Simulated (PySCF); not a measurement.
n-GeSiSiSiSiH12.
Bonds: Ge1–Si2, Si2–Si3, Si3–Si4, Si4–Si5. Hydrogens: H6, H7, H8 on Ge1; H9, H10 on Si2; H11, H12 on Si3; H13, H14 on Si4; H15, H16, H17 on Si5.

The calculation used PBE0-D3(BJ)/def2-SVP geometry optimisation, gas phase in PySCF 2.14.0.

What internal coordinates does the optimisation give?

| bond | length (bohr) |
| --- | --- |
| Ge1–Si2 | 4.504 |
| Ge1–H6, Ge1–H7, Ge1–H8 | 2.911 |
| Si2–Si3 | 4.432 |
| Si2–H9, Si2–H10 | 2.829 |
| Si3–Si4 | 4.438 |
| Si3–H11, Si3–H12 | 2.830 |
| Si4–Si5 | 4.433 |
| Si4–H13, Si4–H14 | 2.829 |
| Si5–H15, Si5–H16, Si5–H17 | 2.826 |

Bonds in one row agree within 0.02 bohr and their mean is given. A selection of angles:
| angle | degrees |
| --- | --- |
| Si2–Ge1–H6 | 109.6 |
| Si2–Ge1–H7 | 111.4 |
| H6–Ge1–H7 | 108.5 |
| H6–Ge1–H8 | 108.3 |
| Ge1–Si2–Si3 | 108.5 |
| Ge1–Si2–H9 | 109.2 |
| Si3–Si2–H9 | 108.9 |
| Si3–Si2–H10 | 111.6 |
| H9–Si2–H10 | 108.5 |
| Si2–Si3–Si4 | 107.2 |
| Si2–Si3–H11 | 109.8 |
| Si2–Si3–H12 | 110.7 |
| Si4–Si3–H11 | 110.8 |
| Si4–Si3–H12 | 109.6 |
| H11–Si3–H12 | 108.7 |
| Si3–Si4–Si5 | 108.2 |
| Si3–Si4–H13 | 109.1 |
| Si3–Si4–H14 | 111.2 |
| Si5–Si4–H13 | 109.7 |
| H13–Si4–H14 | 108.6 |
| Si4–Si5–H15 | 111.7 |
| Si4–Si5–H16 | 109.5 |
| H15–Si5–H16 | 108.8 |
| H16–Si5–H17 | 108.5 |

Dihedral angles: Ge1–Si2–Si3–Si4 53° (synclinal); Si2–Si3–Si4–Si5 46° (synclinal).

Si5 (silicon bonded to Si and 3 H) is tetrahedral (angles from 108.5° to 111.7°). Si2 (silicon bonded to Ge, Si and 2 H) is tetrahedral (angles from 108.5° to 111.6°). Si4 (silicon bonded to 2 Si and 2 H) is tetrahedral (angles from 108.2° to 111.2°). Ge1 (germanium bonded to Si and 3 H) is tetrahedral (angles from 108.3° to 111.4°). Si3 (silicon bonded to 2 Si and 2 H) is tetrahedral (angles from 107.2° to 110.8°). All 3 Si–Si bonds measure 2.345 to 2.349 Å.

Point group: C1 (no symmetry element, even within 0.4 Å). No frequency check. The numbers are those of one conformer.
